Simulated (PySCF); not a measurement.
Be₂H₂, SMILES [BeH][BeH].

The structure is a stationary point at PBE0-D3(BJ)/def2-TZVPD.

Two levels are set side by side: TDDFT-PBE/def2-TZVPD (PySCF) and TDDFT-ωB97X/def2-TZVPD (PySCF). Vertical, same geometry. The lowest singlet is HOMO→LUMO 97 % with PBE and HOMO→LUMO 94 % with the other functional; states are paired by order. Differences are taken from unrounded values.

```json
[
 {"quantity": "lowest singlet excitation (eV)", "TDDFT-ωB97X": "4.00"},
 {"quantity": "lowest triplet excitation (TDA) (eV)", "TDDFT-ωB97X": "2.98"},
 {"quantity": "first bright state (f over 0.05) (eV)", "TDDFT-ωB97X": "7.33"},
 {"quantity": "its oscillator strength", "TDDFT-ωB97X": "0.43"}
]
```

Question: What does TDDFT-PBE give, and how far is it from TDDFT-ωB97X? (An estimate is asked for; the answer gives what the named calculation found.)

Answer: 
| quantity | TDDFT-PBE | TDDFT-PBE minus TDDFT-ωB97X |
|---|---|---|
| lowest singlet excitation (eV) | 3.58 | -0.42 |
| lowest triplet excitation (TDA) (eV) | 2.51 | -0.48 |
| first bright state (f over 0.05) (eV) | 5.96 | -1.37 |
| its oscillator strength | 0.17 | -0.26 |

Functionals without exact exchange tend to place singlet excitations lower, as here. Differences between two approximate levels are no errors against the true value.

Rough cost on one machine, each run with all the roots and properties that it gave: TDDFT-ωB97X against TDDFT-PBE about 3 times.
